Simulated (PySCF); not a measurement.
# Worked example: oscillator strength and radiative lifetime

Al(H)(Cl)(Me) (CH₄AlCl), SMILES [CH3][AlH][Cl].

Geometry: PBE0-D3(BJ)/def2-TZVP.

PySCF with TDA-PBE0/def2-SVPD puts the first singlet state with f over 0.02 at 7.10 eV (vertical), with the transition dipole (0.429, 0.222, 0.289) in atomic units.

Find the oscillator strength, the wavelength and the radiative lifetime that this transition would have in vacuum if emission retraced absorption.


|μ|² = 0.3168 au, so |μ| = 1.43 D. ΔE = 7.10/27.211 = 0.2609 hartree. f = (2/3) ΔE |μ|² = 0.055 (the program prints 0.055).
λ = 1239.84/7.10 = 175 nm; ν = 57265 cm⁻¹.
Einstein's coefficient A = 0.6670 ν² f s⁻¹ (ν in cm⁻¹) = 1.2e8 s⁻¹, so τ = 1/A = 8.3 ns. This state is S3; the lower singlets have f = 0.001, 0.000. The figure is the radiative limit of this one transition; relaxation, internal conversion, crossing to triplets and a medium change what is measured.
